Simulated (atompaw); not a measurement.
u(r) = r·R(r): atom against pseudo-atom (Be (Z = 4))

Columns: radius, all-electron u(r) and pseudo u(r) of the 2s shell (level -5.60 eV) of beryllium in the configuration [He] 2s2 2p0; LDA (PW92), non-relativistic, PAW (atompaw) scheme, atompaw 4.2.0.5.

```json
{"r (bohr)": "0.115", "all-electron": "0.2130", "pseudo": "-0.0604"}
{"r (bohr)": "0.231", "all-electron": "0.2550", "pseudo": "-0.1208"}
{"r (bohr)": "0.346", "all-electron": "0.2098", "pseudo": "-0.1794"}
{"r (bohr)": "0.462", "all-electron": "0.1227", "pseudo": "-0.2367"}
{"r (bohr)": "0.577", "all-electron": "0.0201", "pseudo": "-0.2911"}
{"r (bohr)": "0.692", "all-electron": "-0.0847", "pseudo": "-0.3427"}
{"r (bohr)": "0.808", "all-electron": "-0.1851", "pseudo": "-0.3913"}
{"r (bohr)": "0.923", "all-electron": "-0.2755", "pseudo": "-0.4358"}
{"r (bohr)": "1.038", "all-electron": "-0.3550", "pseudo": "-0.4761"}
{"r (bohr)": "1.154", "all-electron": "-0.4238", "pseudo": "-0.5124"}
{"r (bohr)": "1.269", "all-electron": "-0.4808", "pseudo": "-0.5438"}
{"r (bohr)": "1.385", "all-electron": "-0.5277", "pseudo": "-0.5706"}
{"r (bohr)": "1.500", "all-electron": "-0.5644", "pseudo": "-0.5924"}
{"r (bohr)": "1.615", "all-electron": "-0.5920", "pseudo": "-0.6095"}
{"r (bohr)": "1.731", "all-electron": "-0.6119", "pseudo": "-0.6219"}
{"r (bohr)": "1.846", "all-electron": "-0.6244", "pseudo": "-0.6297"}
{"r (bohr)": "1.962", "all-electron": "-0.6308", "pseudo": "-0.6332"}
{"r (bohr)": "2.077", "all-electron": "-0.6317", "pseudo": "-0.6325"}
{"r (bohr)": "2.192", "all-electron": "-0.6281", "pseudo": "-0.6282"}
{"r (bohr)": "2.308", "all-electron": "-0.6206", "pseudo": "-0.6204"}
{"r (bohr)": "2.423", "all-electron": "-0.6100", "pseudo": "-0.6098"}
{"r (bohr)": "2.538", "all-electron": "-0.5967", "pseudo": "-0.5966"}
{"r (bohr)": "2.654", "all-electron": "-0.5812", "pseudo": "-0.5812"}
{"r (bohr)": "2.769", "all-electron": "-0.5642", "pseudo": "-0.5642"}
{"r (bohr)": "2.885", "all-electron": "-0.5457", "pseudo": "-0.5457"}
{"r (bohr)": "3.000", "all-electron": "-0.5264", "pseudo": "-0.5264"}
```

(1) How many radial nodes do the two functions have?

(2) Where does each function peak?

(3) Is the pseudo-wave norm-conserving?

## Answers

(1) The all-electron 2s function has n − l − 1 = 1; the pseudo-wave has 0, since the states of the same l below it are removed with the core.

(2) Outermost all-electron maximum near 2.08 bohr, pseudo maximum near 1.96 bohr (to the table’s step).

(3) No, it belongs to a PAW set: the norm inside the radius is not constrained, and the difference is carried by the augmentation charge.
